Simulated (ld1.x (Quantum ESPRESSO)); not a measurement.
strontium: one change to a TM potential, before and after

* Element: Sr (Z = 38)
* Generator: ld1.x (Quantum ESPRESSO) 7.5
* Type: norm-conserving Troullier–Martins (Kleinman–Bylander form)
* Functional: LDA (PZ)
* Relativity: scalar-relativistic
* Frozen core: [Kr]
* Valence charge: 2
* Reference configuration: 4d0 5s1 5p0 (charge +1)
* Partial waves: 5p (bound, empty): rc 4.20 bohr; 4d (bound, empty): rc 3.05 bohr; 5s (bound): rc 3.65 bohr
* Local potential: the s channel
* Core correction: none

Change: wave 5s (bound): rc 3.65 bohr becomes 5s (bound): rc 5.50 bohr.

Cutoffs: the cutoffs (Ry, on a coarse ladder) from which the occupation-weighted sum of valence levels, in a spherical-Bessel basis at the reference potential, stays within 10 and 1 mRy of its value at 400 Ry; they do not see the model core or the augmentation charge, which bear on the density cutoff. Errors are all-electron minus pseudo energies relative to the spin-unpolarised reference configuration.

Task: Predict the effect on cutoff, ghosts and configuration errors.

Result: Both files are very soft, the changed one slightly softer (loose and tight cutoff 6 and 8 Ry → 6 and 6 Ry on this coarse ladder); of the 9 tests that both files solve, the error grows in 2 and shrinks in 2 by more than 15 % and 0.3 meV (median size 44.5 → 41.7 meV); neither file shows a bound ghost.

| quantity | base | changed |
| --- | --- | --- |
| cutoff, loose | 6 Ry | 6 Ry |
| cutoff, tight | 8 Ry | 6 Ry |
| bound ghosts | none | none |
| error for 4d0 5s2 5p0, meV [ΔE -6.06 eV] | +44 | +44 |
| error for 4d0 5s1.5 5p0, meV [ΔE -3.65 eV] | +16 | +14 |
| error for 4d0 5s1 5p1, meV [ΔE -3.67 eV] | +9.6 | +24 |
| error for 4d0 5s0 5p2, meV [ΔE -1.14 eV] | +25 | +42 |
| error for 4d0.5 5s1.5 5p0, meV [ΔE -4.91 eV] | +143 | +122 |
| error for 4d0 5s0 5p1, meV [ΔE 3.04 eV] | +50 | +37 |
| error for 4d1 5s0 5p0, meV [ΔE 1.80 eV] | +408 | +267 |
| error for 4d0 5s1 5p0 (spin-polarised), meV [ΔE -0.18 eV] | +85 | +84 |
| error for 4d0 5s1.5 5p0 (spin-polarised), meV [ΔE -3.68 eV] | +27 | +23 |

Base: The cutoffs count occupied waves only; the empty 4d level needs 15 Ry at the loose tolerance. Changed file: The cutoffs count occupied waves only; the empty 4d level needs 15 Ry at the loose tolerance.
